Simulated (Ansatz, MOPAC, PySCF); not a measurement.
Members of the series SiXY, Y = methyl; each row names its spin state. Gas-phase values, no solvent. One relaxed conformer stands for each flexible species; it need not be the lowest. Strings in code marks are SMILES.

Quantity: adiabatic spin-state energy, in eV. HF references are unrestricted for open shells and restricted for singlets. The restricted reference of `C[Si]F`, `C[Si]O`, `C[Si]C#N`, `B[Si]C`, `CO[Si]C`, `C#C[Si]C` and `C[Si]S` is unstable towards unrestricted orbitals. Semi-empirical values (MOPAC) are differences of heats of formation.

Level 1: frozen-core CCSD(T)/cc-pVTZ // PBE0-D3(BJ)/def2-SVP (Ansatz, an electronic-structure program)
Level 2: PBE-D3(BJ)/def2-TZVP // PBE0-D3(BJ)/def2-SVP (PySCF)
Level 3: BP86/6-31G* // PBE0-D3(BJ)/def2-SVP (PySCF)
Level 4: AM1 // PBE0-D3(BJ)/def2-SVP (MOPAC)

| species | level 1 | level 2 | level 3 | level 4 |
|---|---|---|---|---|
| `CO[Si]C`: multiplicity 3 minus multiplicity 1 | 1.86 | 1.68 | 1.71 | -0.323 |
| `C[Si]C#N`: multiplicity 3 minus multiplicity 1 | 1.22 | 0.98 | 1.01 | -0.98 |
| `B[Si]C`: multiplicity 3 minus multiplicity 1 | 0.304 | 0.164 | 0.216 | -1.04 |
| `C#C[Si]C`: multiplicity 3 minus multiplicity 1 | 1.20 | 0.97 | 1.00 | -0.99 |
| `C[Si]N`: multiplicity 3 minus multiplicity 1 | 1.90 | 1.71 | 1.75 | -0.072 |
| `C[Si]O`: multiplicity 3 minus multiplicity 1 | 1.86 | 1.68 | 1.73 | -0.279 |
| `C[Si]F`: multiplicity 3 minus multiplicity 1 | 1.87 | 1.69 | 1.77 | -0.47 |
| `C[Si]S`: multiplicity 3 minus multiplicity 1 | 1.60 | 1.44 | 1.49 | -0.68 |
